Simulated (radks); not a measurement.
Values are calculated unless marked as measured or tabulated.
Initial-state core-level shifts of the ruthenium ion Ru+ when its valence configuration changes from [Kr] 4d7. Level of theory: Dirac Kohn-Sham, BLYP, spin-unpolarised, spherical densities, point nucleus; open shells fill j = l - 1/2 first (a radial shooting solver on a logarithmic mesh with Libxc functionals). Shifts are changes of the shell-averaged eigenvalues in eV (positive: less bound).

valence               1s       3p       4s      4p
4d6.5 5p0.5       -2.441   -2.522   -2.402  -2.326
4d6 5s1           -3.758   -3.939   -3.646  -3.485
4d6.5 5s0.5       -1.811   -1.900   -1.771  -1.695
4d5 5s2           -8.032   -8.401   -7.656  -7.298
4d5 5s1 5p1       -9.256   -9.618   -8.866  -8.500
4d6 5p1           -4.999   -5.167   -4.882  -4.718
4d5 5p2          -10.421  -10.779  -10.018  -9.643
4d5.5 5s0.5 5p1   -7.069   -7.334   -6.836  -6.575
